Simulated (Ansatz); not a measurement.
The cluster W₄, relaxed as a singlet with RKS PBE0-D4/def2-SVP in Ansatz, starting from packed atoms. Force threshold 0.02 eV/Å.

In the def2 sets W takes a core potential; there is no spin–orbit coupling. The relaxation made no stability test and no search for a lower SCF solution. Another isomer (singlet) lies 0.08 eV lower at PBE0-D4/def2-TZVP.

Start:

```xyz
4

W    -0.222   -1.392   -0.526
W    -0.195    1.524    0.377
W     1.056    0.786   -2.521
W    -0.638   -0.918    2.670
```

Q: Estimate the energy that the relaxation releases and the steps that it takes.

A: 1468.4 kJ/mol, in 18 steps; 58 s on 4 threads of Arm Neoverse V2 on a shared host. No frequencies were taken in this run, so the end may be a saddle point.

Q: Does the start keep its bonding?

A: Bonds formed: W3–W4 (atoms count from 1).

Q: Predict the relaxed structure.

A: 
```tsv
atom	x (Å)	y (Å)	z (Å)
W1	-0.370	-1.416	-0.558
W2	-0.289	1.496	0.360
W3	0.798	0.384	-1.291
W4	-0.140	-0.465	1.489
```
Bond lengths (bridged metal pairs left out): 6 × W–W 2.27 to 3.05 Å.
